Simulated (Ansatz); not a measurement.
Harmonic vibrations of the cluster Ca3Se3 by finite differences.

```yaml
crystal:
  periodic: [false, false, false]
  atoms:
    - {symbol: Ca, position_ang: [0.819442, 0.492936, -0.818399]}
    - {symbol: Ca, position_ang: [-0.533861, 1.654863, 2.266232]}
    - {symbol: Ca, position_ang: [-0.911947, -2.615218, -0.691153]}
    - {symbol: Se, position_ang: [0.485167, -1.572999, -2.603188]}
    - {symbol: Se, position_ang: [-0.741143, -0.866080, 1.347140]}
    - {symbol: Se, position_ang: [0.882351, 2.906497, 0.499368]}
basis:
  gaussian: {orbitals: def2-SVP}
hamiltonian: {xc: pbe0, dispersion: d4}
scf: {omitted_lower_state_checks: [starts]}
phonons: {temperatures: {t_min: 298.15, t_max: 900, t_step: 200}}
```

```sh
$ ansatz run in.yaml --threads 2 --pin off --events-out ev --progress --plain --max-ram 32768MiB --backend cpu
```

Output, abridged:

```
Functional definition: PBE0
mean field -251304.44674827 eV, -9235.2680777268 hartree, gradient 2.1e-5 eV, S^2 0.000000; 0 other end points of the search recorded, 0 dependent functions left out
mean field -251304.44675415 eV, -9235.2680779431 hartree, gradient 1.6e-6 eV, S^2 0.000000; 0 other end points of the search recorded, 0 dependent functions left out
mean field -251304.44673137 eV, -9235.2680771060 hartree, gradient 1.3e-6 eV, S^2 0.000000; 0 other end points of the search recorded, 0 dependent functions left out
mean field -251304.44673875 eV, -9235.2680773771 hartree, gradient 2.6e-6 eV, S^2 0.000000; 0 other end points of the search recorded, 0 dependent functions left out
mean field -251304.44670662 eV, -9235.2680761964 hartree, gradient 2.4e-6 eV, S^2 0.000000; 0 other end points of the search recorded, 0 dependent functions left out
mean field -251304.44672811 eV, -9235.2680769859 hartree, gradient 1.9e-6 eV, S^2 0.000000; 0 other end points of the search recorded, 0 dependent functions left out
mean field -251304.44673476 eV, -9235.2680772303 hartree, gradient 2.1e-6 eV, S^2 0.000000; 0 other end points of the search recorded, 0 dependent functions left out
mean field -251304.44674076 eV, -9235.2680774510 hartree, gradient 2.0e-6 eV, S^2 0.000000; 0 other end points of the search recorded, 0 dependent functions left out
mean field -251304.44673648 eV, -9235.2680772938 hartree, gradient 2.6e-6 eV, S^2 0.000000; 0 other end points of the search recorded, 0 dependent functions left out
mean field -251304.44675206 eV, -9235.2680778661 hartree, gradient 2.7e-6 eV, S^2 0.000000; 0 other end points of the search recorded, 0 dependent functions left out
mean field -251304.44670095 eV, -9235.2680759880 hartree, gradient 2.9e-6 eV, S^2 0.000000; 0 other end points of the search recorded, 0 dependent functions left out
mean field -251304.44674846 eV, -9235.2680777338 hartree, gradient 2.8e-6 eV, S^2 0.000000; 0 other end points of the search recorded, 0 dependent functions left out
mean field -251304.44670621 eV, -9235.2680761812 hartree, gradient 1.8e-6 eV, S^2 0.000000; 0 other end points of the search recorded, 0 dependent functions left out
mean field -251304.44672554 eV, -9235.2680768915 hartree, gradient 2.0e-6 eV, S^2 0.000000; 0 other end points of the search recorded, 0 dependent functions left out
mean field -251304.44675047 eV, -9235.2680778078 hartree, gradient 2.7e-6 eV, S^2 0.000000; 0 other end points of the search recorded, 0 dependent functions left out
mean field -251304.44668689 eV, -9235.2680754712 hartree, gradient 1.7e-6 eV, S^2 0.000000; 0 other end points of the search recorded, 0 dependent functions left out
mean field -251304.44677239 eV, -9235.2680786132 hartree, gradient 2.6e-6 eV, S^2 0.000000; 0 other end points of the search recorded, 0 dependent functions left out
mean field -251304.44671258 eV, -9235.2680764153 hartree, gradient 1.2e-6 eV, S^2 0.000000; 0 other end points of the search recorded, 0 dependent functions left out
mean field -251304.44673703 eV, -9235.2680773137 hartree, gradient 2.5e-6 eV, S^2 0.000000; 0 other end points of the search recorded, 0 dependent functions left out
mean field -251304.44675024 eV, -9235.2680777992 hartree, gradient 2.5e-6 eV, S^2 0.000000; 0 other end points of the search recorded, 0 dependent functions left out
mean field -251304.44672841 eV, -9235.2680769972 hartree, gradient 2.3e-6 eV, S^2 0.000000; 0 other end points of the search recorded, 0 dependent functions left out
mean field -251304.44670681 eV, -9235.2680762034 hartree, gradient 2.6e-6 eV, S^2 0.000000; 0 other end points of the search recorded, 0 dependent functions left out
mean field -251304.44676150 eV, -9235.2680782131 hartree, gradient 2.4e-6 eV, S^2 0.000000; 0 other end points of the search recorded, 0 dependent functions left out
mean field -251304.44667028 eV, -9235.2680748608 hartree, gradient 2.8e-6 eV, S^2 0.000000; 0 other end points of the search recorded, 0 dependent functions left out
mean field -251304.44677962 eV, -9235.2680788789 hartree, gradient 2.8e-6 eV, S^2 0.000000; 0 other end points of the search recorded, 0 dependent functions left out
mean field -251304.44671387 eV, -9235.2680764626 hartree, gradient 1.1e-6 eV, S^2 0.000000; 0 other end points of the search recorded, 0 dependent functions left out
mean field -251304.44677662 eV, -9235.2680787686 hartree, gradient 1.2e-6 eV, S^2 0.000000; 0 other end points of the search recorded, 0 dependent functions left out
mean field -251304.44668646 eV, -9235.2680754553 hartree, gradient 2.2e-6 eV, S^2 0.000000; 0 other end points of the search recorded, 0 dependent functions left out
mean field -251304.44675768 eV, -9235.2680780728 hartree, gradient 2.0e-6 eV, S^2 0.000000; 0 other end points of the search recorded, 0 dependent functions left out
mean field -251304.44677457 eV, -9235.2680786935 hartree, gradient 1.5e-6 eV, S^2 0.000000; 0 other end points of the search recorded, 0 dependent functions left out
mean field -251304.44668732 eV, -9235.2680754870 hartree, gradient 1.9e-6 eV, S^2 0.000000; 0 other end points of the search recorded, 0 dependent functions left out
mean field -251304.44675863 eV, -9235.2680781076 hartree, gradient 2.5e-6 eV, S^2 0.000000; 0 other end points of the search recorded, 0 dependent functions left out
mean field -251304.44671982 eV, -9235.2680766815 hartree, gradient 2.3e-6 eV, S^2 0.000000; 0 other end points of the search recorded, 0 dependent functions left out
mean field -251304.44679176 eV, -9235.2680793252 hartree, gradient 2.5e-6 eV, S^2 0.000000; 0 other end points of the search recorded, 0 dependent functions left out
mean field -251304.44666359 eV, -9235.2680746148 hartree, gradient 2.8e-6 eV, S^2 0.000000; 0 other end points of the search recorded, 0 dependent functions left out
mean field -251304.44673701 eV, -9235.2680773131 hartree, gradient 2.6e-6 eV, S^2 0.000000; 0 other end points of the search recorded, 0 dependent functions left out
mean field -251304.44672608 eV, -9235.2680769114 hartree, gradient 2.8e-6 eV, S^2 0.000000; 0 other end points of the search recorded, 0 dependent functions left out
Total energy: -251304.73373716 eV, -9235.2786243740 hartree
Atom 0 at     0.819442     0.492936    -0.818399 Å, force     0.001913     0.004731     0.001475 eV/Å
Atom 1 at    -0.533861     1.654863     2.266232 Å, force     0.002393     0.001379    -0.001415 eV/Å
Atom 2 at    -0.911947    -2.615218    -0.691153 Å, force    -0.001601    -0.005052    -0.000300 eV/Å
Atom 3 at     0.485167    -1.572999    -2.603188 Å, force    -0.001412     0.001882     0.004822 eV/Å
Atom 4 at    -0.741143    -0.866080     1.347140 Å, force     0.000398     0.000008    -0.004803 eV/Å
Atom 5 at     0.882351     2.906497     0.499368 Å, force    -0.001690    -0.002947     0.000221 eV/Å
Dipole moment:    -1.236220    -0.938586     1.516762 e Å
Vibrations: 8.47 53.61 84.75 102.11 113.27 144.57 149.90 241.71 266.71 282.87 307.54 322.91 cm⁻¹, zero-point energy 0.128846 eV
Checks for a lower state left out: starts
```

Hardware: 2 threads of AMD EPYC 7R13 on a shared host. Wall time 5.4 min, peak host memory 0.94 GiB.

The structure comes from a short search, and lower isomers may exist.
